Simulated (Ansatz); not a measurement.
`CC[CH2][AlH][F]` + `COC(=O)O` → `CCCOC(=O)OC` + `[F][AlH2]`  (substitution at a C–Al bond)

Gas-phase electronic energies from Ansatz, PBE0-D4/def2-TZVP geometries. CCSD(T)/CBS is the MP2 limit (def2-TZVPP, def2-QZVPP) plus CCSD(T) − MP2 in def2-TZVPP, frozen cores. This one scheme is used for every species. Functionals use def2-TZVPP. B3LYP here is the variant with VWN-RPA as its local correlation; programs differ in this. Each species was taken in one conformer, which may not be the lowest.

`CC[CH2][AlH][F]`:

Z-matrix (Å, degrees):
```
C
C 1 1.520
H 1 1.093 2 111.7
H 1 1.094 2 110.9 3 120.4
H 1 1.094 2 110.9 3 -120.4
C 2 1.529 1 113.2 3 -180.0
H 2 1.096 1 109.1 3 -57.2
H 2 1.096 1 109.1 3 57.3
Al 6 1.947 2 115.3 1 -180.0
H 6 1.099 2 110.1 1 -57.3
H 6 1.099 2 110.1 1 57.3
F 9 1.655 6 118.5 2 179.8
H 9 1.582 6 125.6 2 -0.2
```

`COC(=O)O`:

Z-matrix (Å, degrees):
```
C
O 1 1.424
H 1 1.091 2 110.6
H 1 1.087 2 105.6 3 119.5
H 1 1.091 2 110.6 3 -120.9
C 2 1.324 1 114.6 3 60.3
O 6 1.335 2 108.5 1 -180.0
O 6 1.201 2 126.4 1 0.0
H 7 0.964 6 106.1 2 180.0
```

`CCCOC(=O)OC`:

Cartesian coordinates in Å:
```
C 2.939 -0.992 1.101
C 2.037 0.048 0.458
C 0.622 -0.455 0.334
O -0.159 0.577 -0.278
C -1.440 0.281 -0.454
O -1.979 -0.749 -0.150
O -2.031 1.326 -1.028
C -3.420 1.153 -1.280
H 3.962 -0.622 1.188
H 2.969 -1.912 0.511
H 2.594 -1.253 2.105
H 2.410 0.312 -0.536
H 2.037 0.969 1.049
H 0.567 -1.357 -0.282
H 0.193 -0.696 1.310
H -3.963 0.979 -0.350
H -3.751 2.079 -1.745
H -3.588 0.310 -1.952
```

`[F][AlH2]`:

```xyz
4

F    -0.758   -1.403   -0.026
Al    0.026    0.048    0.001
H     1.413    0.125   -0.744
H    -0.681    1.229    0.768
```

```csv
species,B3LYP-D4 energy (Eh)
`CC[CH2][AlH][F]`,-461.62634
`COC(=O)O`,-304.45279
`CCCOC(=O)OC`,-422.44193
`[F][AlH2]`,-343.61434
```

(1) Work out ΔE.

Largest T1 diagnostic among the species: 0.014.

## Answers

(1) ΔE = (-422.44193) + (-343.61434) − (-461.62634) − (-304.45279) = 0.02286 Eh = +0.62 eV. CCSD(T)/CBS gives +0.65 eV.

In def2-TZVPP, CCSD(T) changes the Hartree–Fock value by +0.13 eV (the triples alone add +0.00 eV) and MP2 by +0.19 eV.
